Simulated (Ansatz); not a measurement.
Ansatz (a program for electronic structure) input file for Cl2HOTi, SMILES [OH][Ti+]([Cl])[Cl], charge +1, multiplicity 1, PBE-D3(BJ)/def2-SVP. 

Ansatz 0.2 input:
```yaml
crystal:
  periodic: [false, false, false]
  atoms:
    - {symbol: Ti, position_ang: [-0.38806615, -0.33496534, -0.00000000]}
    - {symbol: Cl, position_ang: [0.15621538, 0.73978490, 1.75003665]}
    - {symbol: Cl, position_ang: [0.15621538, 0.73978491, -1.75003665]}
    - {symbol: O, position_ang: [0.29042801, -1.89134769, -0.00000001]}
    - {symbol: H, position_ang: [0.90270833, -2.65266787, -0.00000001]}
basis:
  gaussian:
    orbitals: def2-SVP
hamiltonian:
  xc: pbe
  dispersion: d3bj
total_charge: 1
relax: {f_tol: 0.002, max_steps: 200}
```

Log of the run:

```
WARN ansatz: RAYON_NUM_THREADS=1 ignored (pool sized by the plan → 1); use --threads N
Functional definition: PBE
integrals: 0.04 GiB planned
971 factors; their error is unknown
mean field: 0.21 GiB planned
mean field evaluation 1: about -50176.5621 eV, gradient 8.6e1 eV
mean field evaluation 2: about -49957.9756 eV, gradient 2.6e2 eV
mean field evaluation 4: about -49950.1253 eV, gradient 3.5e2 eV
mean field evaluation 8: about -50190.4074 eV, gradient 1.6e-2 eV
mean field -50190.37121492 eV, -1844.4621218927 hartree, gradient 2.2e-5 eV, S^2 0.000000; 0 other end points of the search recorded, 0 dependent functions left out
the calculation of the forces begins
reference -50190.37132048 eV, -1844.4621257719 hartree; 32, 32 occupied and 54, 54 virtual orbitals, 971 factors
relax step   1: F+E_penalty+E_count = -50190.50048408 eV  Δ(F+E_penalty+E_count) = +0.000e0 eV  max|allowed force component| = 3.529e-1 eV/Å  Δτ_max = 0.0000 Å  (50 SCF iters, accepted)
these checks for a lower state are left out or cut short: starts, cluster_reference, orbital_swaps, neighbouring_geometries, increment
integrals: 0.04 GiB planned
971 factors; their error is unknown
mean field: 0.21 GiB planned
mean field evaluation 16: about -50190.4142 eV, gradient 5.5e-2 eV
mean field -50190.37769256 eV, -1844.4623599418 hartree, gradient 2.1e-5 eV, S^2 0.000000; 0 other end points of the search recorded, 0 dependent functions left out
the calculation of the forces begins
reference -50190.37779808 eV, -1844.4623638195 hartree; 32, 32 occupied and 54, 54 virtual orbitals, 971 factors
relax step   2: F+E_penalty+E_count = -50190.50712086 eV  Δ(F+E_penalty+E_count) = -6.637e-3 eV  max|allowed force component| = 1.027e-1 eV/Å  Δτ_max = 0.0272 Å  (31 SCF iters, accepted)
these checks for a lower state are left out or cut short: starts, cluster_reference, orbital_swaps, neighbouring_geometries, increment
integrals: 0.04 GiB planned
971 factors; their error is unknown
mean field: 0.21 GiB planned
mean field -50190.37824551 eV, -1844.4623802621 hartree, gradient 1.7e-5 eV, S^2 0.000000; 0 other end points of the search recorded, 0 dependent functions left out
the calculation of the forces begins
reference -50190.37835091 eV, -1844.4623841356 hartree; 32, 32 occupied and 54, 54 virtual orbitals, 971 factors
relax step   3: F+E_penalty+E_count = -50190.50806730 eV  Δ(F+E_penalty+E_count) = -9.464e-4 eV  max|allowed force component| = 2.360e-2 eV/Å  Δτ_max = 0.0182 Å  (30 SCF iters, accepted)
these checks for a lower state are left out or cut short: starts, cluster_reference, orbital_swaps, neighbouring_geometries, increment
integrals: 0.04 GiB planned
971 factors; their error is unknown
mean field: 0.21 GiB planned
mean field evaluation 32: about -50190.3782 eV, gradient 1.3e-1 eV
mean field -50190.37825633 eV, -1844.4623806597 hartree, gradient 1.9e-5 eV, S^2 0.000000; 0 other end points of the search recorded, 0 dependent functions left out
the calculation of the forces begins
reference -50190.37836171 eV, -1844.4623845325 hartree; 32, 32 occupied and 54, 54 virtual orbitals, 971 factors
relax step   4: F+E_penalty+E_count = -50190.50813288 eV  Δ(F+E_penalty+E_count) = -6.558e-5 eV  max|allowed force component| = 2.334e-2 eV/Å  Δτ_max = 0.0022 Å  (24 SCF iters, accepted)
these checks for a lower state are left out or cut short: starts, cluster_reference, orbital_swaps, neighbouring_geometries, increment
integrals: 0.04 GiB planned
971 factors; their error is unknown
mean field: 0.21 GiB planned
mean field -50190.37835720 eV, -1844.4623843666 hartree, gradient 2.0e-5 eV, S^2 0.000000; 0 other end points of the search recorded, 0 dependent functions left out
the calculation of the forces begins
reference -50190.37846258 eV, -1844.4623882393 hartree; 32, 32 occupied and 54, 54 virtual orbitals, 971 factors
relax step   5: F+E_penalty+E_count = -50190.50832976 eV  Δ(F+E_penalty+E_count) = -1.969e-4 eV  max|allowed force component| = 1.008e-1 eV/Å  Δτ_max = 0.0129 Å  (29 SCF iters, accepted)
these checks for a lower state are left out or cut short: starts, cluster_reference, orbital_swaps, neighbouring_geometries, increment
integrals: 0.04 GiB planned
971 factors; their error is unknown
mean field: 0.21 GiB planned
mean field -50190.37838827 eV, -1844.4623855086 hartree, gradient 2.1e-5 eV, S^2 0.000000; 0 other end points of the search recorded, 0 dependent functions left out
the calculation of the forces begins
reference -50190.37849363 eV, -1844.4623893804 hartree; 32, 32 occupied and 54, 54 virtual orbitals, 971 factors
relax step   6: F+E_penalty+E_count = -50190.50843530 eV  Δ(F+E_penalty+E_count) = -1.055e-4 eV  max|allowed force component| = 5.578e-3 eV/Å  Δτ_max = 0.0030 Å  (31 SCF iters, accepted)
these checks for a lower state are left out or cut short: starts, cluster_reference, orbital_swaps, neighbouring_geometries, increment
integrals: 0.04 GiB planned
971 factors; their error is unknown
mean field: 0.21 GiB planned
mean field -50190.37838958 eV, -1844.4623855566 hartree, gradient 3.0e-5 eV, S^2 0.000000; 0 other end points of the search recorded, 0 dependent functions left out
the calculation of the forces begins
reference -50190.37849493 eV, -1844.4623894284 hartree; 32, 32 occupied and 54, 54 virtual orbitals, 971 factors
relax step   7: F+E_penalty+E_count = -50190.50843598 eV  Δ(F+E_penalty+E_count) = -6.797e-7 eV  max|allowed force component| = 4.055e-4 eV/Å  Δτ_max = 0.0002 Å  (20 SCF iters, accepted)
integrals: 0.04 GiB planned
971 factors; their error is unknown
mean field: 0.21 GiB planned
mean field evaluation 64: about -49945.6600 eV, gradient 3.6e2 eV
mean field -50190.37838958 eV, -1844.4623855566 hartree, gradient 3.0e-5 eV, S^2 0.000000; 1 other end points of the search recorded, 0 dependent functions left out
the calculation of the forces begins
reference -50190.37849493 eV, -1844.4623894284 hartree; 32, 32 occupied and 54, 54 virtual orbitals, 971 factors
Total energy: -50190.50854134 eV, -1844.4671685456 hartree
Atom 0 at    -0.439574    -0.340708    -0.000000 Å, force    -0.000015     0.000317    -0.000000 eV/Å
Atom 1 at     0.178922     0.728953     1.735972 Å, force    -0.000033    -0.000059    -0.000013 eV/Å
Atom 2 at     0.178922     0.728953    -1.735972 Å, force    -0.000033    -0.000059     0.000013 eV/Å
Atom 3 at     0.272196    -1.891006    -0.000000 Å, force    -0.000302     0.000207     0.000000 eV/Å
Atom 4 at     0.927036    -2.625602    -0.000000 Å, force     0.000384    -0.000406    -0.000000 eV/Å
Dipole moment:    -0.410874    -0.711033    -0.000000 e Å
```

Self-consistency was reached.

Cost: roughly 11 core-seconds.
